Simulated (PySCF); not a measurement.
**From computed data to an observable: entropy of an ideal gas**

FHSe2, SMILES F[Se][SeH].

The structure is a stationary point at B3LYP-D3(BJ)/def2-TZVP. The values are those of a single conformer.

B3LYP-D3(BJ)/def2-TZVP (PySCF) gives the harmonic wavenumbers 178, 299, 371, 608, 747, 2340 cm⁻¹ and the rotational temperatures 0.5499, 0.0927, 0.0805 K. The molar mass is 177.95 g/mol, the symmetry number 1, the spin multiplicity 1.

Q: Work out the entropy at 298.15 K and 1 atm in the rigid-rotor, harmonic-oscillator model.

A: 
Translation (Sackur–Tetrode at 1 atm): S = R[1.5 ln M + 2.5 ln T − 1.16487] = 173.4 J/(mol K).
Rotation: q = (√π/σ) T^1.5/√(θA θB θC) = 142000, S = R[ln q + 3/2] = 111.1 J/(mol K).
Vibration: with u = 1.4388 ν/T, each mode gives R[u/(e^u − 1) − ln(1 − e^−u)]:
```tsv
ν (cm⁻¹)	modes	u	S (J/(mol K))
178	1	0.86	9.83
299	1	1.44	5.95
371	1	1.79	4.50
608	1	2.93	1.82
747	1	3.60	1.07
```
The stiffer modes add less than 0.005 each. Sum 23.2 J/(mol K).
Spin: R ln 1 = 0.0 J/(mol K).
Total 307.7 J/(mol K); the program's own thermochemistry gives 307.7. Translation makes up 56 % and vibration 8 %. Anharmonicity, hindered rotation and orbital degeneracy are left out.
